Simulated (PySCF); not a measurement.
# Calculated NMR parameters of C=C/C(=C/C)C(Cl)Cl

```yaml
Formula: C6H8Cl2
SMILES: C=C/C(=C/C)C(Cl)Cl
Point_group_of_the_computed_structure: C1
Degrees_of_unsaturation: 2
Carbon_signals: 6
Proton_signals: 6
```

Numbering as in the mapped SMILES `[CH2:1]=[CH:2]/[C:3](=[CH:4]/[CH3:5])[CH:6]([Cl:7])[Cl:8]`; H(Xn) means a hydrogen on atom n. Ha(C1) is cis to C3; Hb(C1) is trans to C3.

PySCF 2.14 calculation with PBE0/pcSseg-1 with gauge-including orbitals and coordinates at the GFN2-xTB level; one computed conformer, isolated molecule, no relativistic terms, fast rotation and ring inversion assumed for equivalent nuclei.

Scale: TMS for 1H (31.72 ppm), 13C (186.93 ppm) (reference shieldings calculated alike).

```tsv
carbon	δC, type	δH (multiplicity)	HMBC from (2–3 bonds)	span of the C tensor (ppm)
C1	114.6, CH2	Ha(C1) 5.27 (m); Hb(C1) 5.36 (m)	H(C2)	204
C2	144.2, CH	6.36 (m)	H(C6), H(C4), Hb(C1), Ha(C1)	207
C3	146.6, C	–	H(C6), H(C2), H(C4), Hb(C1), Ha(C1), H(C5)	203
C4	151.9, CH	6.22 (q)	H(C6), H(C2), H(C5)	214
C5	20.7, CH3	2.45 (d)	H(C4)	21
C6	78.4, CH	6.64 (s)	H(C2), H(C4)	60
```

1. Carbon types of the structure: 1 × C, 3 × CH, 1 × CH2, 1 × CH3, which accounts for all hydrogens.
2. δC 151.9, 144.2: alkene CH; as expected for a trigonal carbon in a double bond.
3. δC 146.6: fully substituted alkene carbon; an sp2 carbon of a C=C bond.
4. δC 114.6: terminal =CH2 carbon; the olefinic region.
5. δC 78.4: allylic sp3 CH bonded to 2 Cl; 2 electronegative neighbours deshield it.
6. δH 6.36, 6.22: hydrogen on an alkene CH; olefinic region.

Carbons that carry Cl, above all several Cl atoms, come out too deshielded, partly because spin–orbit coupling is missing. Shifts are as computed. Against solution values, carbons near 30 ppm lie about +3 ppm off and those near 130 ppm about +5 ppm; carbons on Cl a further +6 ppm. Of 1211 compounds with measured shifts, 218 miss one by over three times the rms of a fit or turn the order of signals round; such compounds aren't used in these exercises. Multiplicities follow the n + 1 count of equivalent neighbours, as no J values were calculated; m marks all less simple cases, F and P coupling included.
